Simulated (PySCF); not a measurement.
A structure optimised at B3LYP-D3(BJ)/def2-SVP, used in a PySCF frequency run:

```xyz
12

In     0.0000     0.0000     0.0306
C      1.9841     0.0000     0.9329
H      2.1127     0.8918     1.5649
H      2.1127    -0.8918     1.5649
H      2.7570     0.0000     0.1509
C     -1.9841     0.0000     0.9329
H     -2.1127     0.8918     1.5649
H     -2.7570     0.0000     0.1509
H     -2.1127    -0.8918     1.5649
N      0.0000     0.0000    -2.0111
H     -0.8347     0.0000    -2.5895
H      0.8347     0.0000    -2.5895
```
Charge 0, spin multiplicity 1.

Write its SMILES, formula and point group.

[CH3][In]([CH3])[NH2], C₂H₈InN, C2v

What are its rotational constants (standard atomic weights)?

4.8451, 3.8142, 2.1935 GHz
